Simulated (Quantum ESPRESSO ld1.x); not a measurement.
Values are calculated unless marked as measured or tabulated.
Task: The mean radii <r> (bohr) of the occupied orbitals of an atom or ion are listed with their occupations. Level of theory: Dirac Kohn-Sham, LDA (Slater exchange, Perdew-Zunger correlation), spin-unpolarised, spherical densities, point nucleus (ld1.x of Quantum ESPRESSO 7.5).

orbital  occ.      <r>
1s1/2       2  0.01632
2s1/2       2  0.06809
2p1/2       2  0.05591
2p3/2       4  0.06470
3s1/2       2   0.1771
3p1/2       2   0.1675
3p3/2       4   0.1836
3d3/2       4   0.1595
3d5/2       6   0.1644
4s1/2       2   0.3917
4p1/2       2   0.3932
4p3/2       4   0.4278
4d3/2       4   0.4336
4d5/2       6   0.4448
5s1/2       2   0.8768
4f5/2       6   0.4646
4f7/2       8   0.4711
5p1/2       2   0.9403
5p3/2       4    1.035
5d3/2       4    1.347
5d5/2       6    1.401
6s1/2       1    2.357
6p1/2       1    2.916

Name the element and its charge. Open shells, if any, fill j = l - 1/2 first.

Result: Z = 81, thallium, charge +1: Tl+ in [Xe] 4f14 5d10 6s1 6p1. The 1s radius gives Z: for a bare nucleus <r> = (2 gamma + 1)/(2Z) with gamma = sqrt(1 - (Z/c)^2), 0.01613 bohr for Z = 81, and screening makes it slightly larger (0.01632 here). The occupations add up to 80, and the charge is Z minus that.
